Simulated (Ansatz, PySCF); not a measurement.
Reaction (SMILES): F[CH]Br → F[CH-]Br (an electron is taken up)
Each molecule is optimised on its own at B3LYP-D3(BJ)/def2-TZVP (Ansatz, a first-principles code).
Geometry of the first species:
SMILES: [CH](F)Br
```xyz
4

C     -0.3928     0.7341     0.8607
F     -0.8459     1.8163     0.2309
Br     0.2797    -0.6200    -0.2571
H      0.1810     0.9499     1.7553
```
Charge 0, spin multiplicity 2.

Property: adiabatic electron affinity (0 K, with B3LYP-D3(BJ) harmonic zero-point energies from PySCF), positive where the reaction releases energy, in eV. Cores are frozen in the correlated levels unless marked. Open shells are spin-unrestricted. Spin-orbit coupling is left out. The frozen core is the preceding noble-gas configuration, with the filled d and f shells of earlier blocks. No relativistic terms. Anions need diffuse functions: aug- sets have them; def2-D sets add few; the other sets have none. Basis-set limits of correlation are two-point, X^-3; Hartree-Fock from the larger set. [CCSD(T)-MP2]/basis is that difference in the basis named.

```csv
level,program,adiabatic electron affinity (eV)
BLYP-D3(BJ)/def2-TZVPD,Ansatz + dftd3,1.42
PBE0-D3(BJ)/def2-TZVP,Ansatz + dftd3,…
TPSSh-D3(BJ)/def2-TZVPD,PySCF + dftd3,1.28
HSE06-D4/def2-TZVPD,Ansatz + dftd4,1.16
LC-wPBE/def2-TZVPD,Ansatz,…
CCSD/STO-3G,Ansatz,-4.29
"RI-MP2/CBS(aug-cc-pVTZ,aug-cc-pVQZ)+[CCSD(T)-MP2]/aug-cc-pVTZ",Ansatz,1.45
```

Problem. What belongs in the gaps?

Solution. 
- PBE0-D3(BJ)/def2-TZVP, adiabatic electron affinity (eV): 1.06
- LC-wPBE/def2-TZVPD, adiabatic electron affinity (eV): 1.08
